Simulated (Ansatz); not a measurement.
Reaction (substitution at a C–C bond): `ClCC1=CN1` + HBr → `ClCBr` + `C1=CN1`

Calculated with Ansatz (gas phase, PBE0-D4/def2-TZVP geometries, no zero-point term in ΔE). CBS: MP2 limit from def2 TZ/QZ plus the TZ coupled-cluster correction, frozen cores. Functionals use def2-TZVPP. B3LYP here is the variant with VWN-RPA as its local correlation; programs differ in this. HSE06 is defined as in plane-wave codes. For Br outer-core shells are correlated without core-valence functions, which leaves a few kJ/mol of doubt a bond. Scalar relativity is left out up to krypton. One conformer a species, not always the lowest.

```tsv
level	ΔE (kJ/mol)	difference from CCSD(T)/CBS
LDA (SPW92)	61.1	12.4
PBE-D4	51.8	3.1
revPBE-D4	51.6	2.9
BLYP-D4	49.8	1.1
B97M-V	56.6	7.9
PBE0-D4	54.3	5.6
B3LYP-D4	52.2	3.5
r2SCANh-D4	54.4	5.7
r2SCAN0-D4	55.2	6.5
HSE06-D4	54.1	5.4
BHLYP-D4	53.8	5.1
CAM-B3LYP-D4	54.7	6.0
ωB97X-V	50.4	1.7
ωB97M-V	50.0	1.3
B2PLYP	50.1	1.4
PBE-QIDH	53.9	5.2
PBE	49.8	1.1
revPBE	46.7	-2.0
BLYP	46.3	-2.4
r2SCAN	52.9	4.2
PBE0	52.3	3.6
B3LYP	49.5	0.8
r2SCANh	53.4	4.7
r2SCAN0	54.1	5.4
BHLYP	52.6	3.9
CAM-B3LYP	52.7	4.0
LC-ωPBE	53.2	4.5
RPA@PBE/def2-TZVPP	46.4	-2.3
HF/def2-SVP	66.5	17.8
MP2/def2-SVP	71.8	23.1
CCSD/def2-SVP	69.8	21.1
CCSD(T)/def2-SVP	70.1	21.4
HF/def2-TZVPP	52.5	3.8
SCS-MP2/def2-TZVPP	49.9	1.2
CCSD/def2-TZVPP	51.5	2.8
HF/def2-QZVPP	52.4	3.7
MP2/def2-QZVPP	51.1	2.4
HF/CBS(def2)	52.4	3.7
MP2/CBS(def2)	50.1	1.4
CCSD/CBS(def2)	49.0	0.3
CCSD(T)/CBS	48.7	0
```

Question: What do rigid-rotor, harmonic-oscillator terms from PBE0-D4/def2-TZVP frequencies (298.15 K, 1 bar) make of the CCSD(T)/CBS value? (Best estimate.)

Answer: Computed: ΔZPE = +6.4 kJ/mol, ΔH = +53.0 kJ/mol, ΔS = 21 J/(mol·K), ΔG = +46.7 kJ/mol.

Largest T1 diagnostic among the species: 0.011.

From BLYP to BHLYP (50 % exact exchange), in def2-TZVPP and without D4, ΔE moves by +6.3 kJ/mol. At CCSD(T), def2-SVP lies +21.4 kJ/mol from the extrapolated value and def2-TZVPP +2.5 kJ/mol.
